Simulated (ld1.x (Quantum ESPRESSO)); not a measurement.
Configuration tests for Co (TM semilocal)

```json
{
  "Element": "cobalt",
  "Generator": "ld1.x (Quantum ESPRESSO) 7.5",
  "Type": "norm-conserving Troullier–Martins (semilocal form)",
  "Functional": "PBE",
  "Relativity": "scalar-relativistic",
  "Frozen core": "[Ne] 3s2",
  "Valence charge": "15",
  "Reference configuration": "3p6 3d7 4s2 4p0",
  "Partial waves": "3p (bound): rc 1.00 bohr; 3d (bound): rc 1.00 bohr; 4f channel at 0.4 Ry: rc 1.95 bohr; 4s (bound): rc 2.60 bohr",
  "Local potential": "the s channel",
  "Core correction": "none"
}
```

Energies are relative to the spin-unpolarised reference configuration 3p6 3d7 4s2 4p0; without spin polarisation the order of configurations can differ from experiment.

| valence configuration | charge | ΔE all-electron (eV) | error AE − PS (meV) |
| --- | --- | --- | --- |
| 3p6 3d7 4s1 4p0 | +1 | 9.030 | -3.5 |
| 3p6 3d7 4s0 4p0 | +2 | 25.816 | -32 |
| 3p6 3d6 4s0 4p0 | +3 | 61.686 | +18 |
| 3p6 3d8 4s0 4p0 | +1 | 6.471 | -69 |
| 3p6 3d7.5 4s1.5 4p0 | 0 | -0.961 | -7.0 |
| 3p6 3d6 4s2 4p0 | +1 | 15.182 | +21 |
| 3p6 3d7 4s1.5 4p0 | +0.5 | 3.602 | -0.7 |

Levels in the configuration 3p6 3d8 4s0 4p0:

```json
{"level": "3p", "all-electron (eV)": "-69.019", "pseudo (eV)": "-68.937"}
{"level": "3d", "all-electron (eV)": "-12.242", "pseudo (eV)": "-12.221"}
```

ld1.x printed “convergence not achieved” for 4 of the counted tests; their residual had stalled under 1e-8, short of the target of 1e-14.
